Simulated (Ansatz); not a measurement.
Consider the ligand exchange at a Ga–C bond: `F[CH2][GaH][SH]` + CH₃NH₂ → `C[NH][GaH][SH]` + `CF`.

Calculated with Ansatz (gas phase, PBE0-D4/def2-TZVP geometries, no zero-point term in ΔE). CCSD(T)/CBS is the MP2 limit (def2-TZVPP, def2-QZVPP) plus CCSD(T) − MP2 in def2-TZVPP, frozen cores. This one scheme is used for every species. For Ga outer-core shells are correlated without core-valence functions, which leaves a few kJ/mol of doubt a bond. Scalar relativity is left out up to krypton. One conformer a species, not always the lowest.

| species | MP2/def2-QZVPP energy (Eh) |
| --- | --- |
| `F[CH2][GaH][SH]` | -2461.68864 |
| CH₃NH₂ | -95.69294 |
| `C[NH][GaH][SH]` | -2417.83306 |
| `CF` | -139.57717 |

**Question.** Work out ΔE.

**Answer.** ΔE = (-2417.83306) + (-139.57717) − (-2461.68864) − (-95.69294) = -0.02865 Eh = -75.2 kJ/mol. CCSD(T)/CBS gives -70.2 kJ/mol.

Largest T1 diagnostic among the species: 0.013.

From PBE to PBE0 (25 % exact exchange), in def2-TZVPP and without D4, ΔE moves by −3.6 kJ/mol.
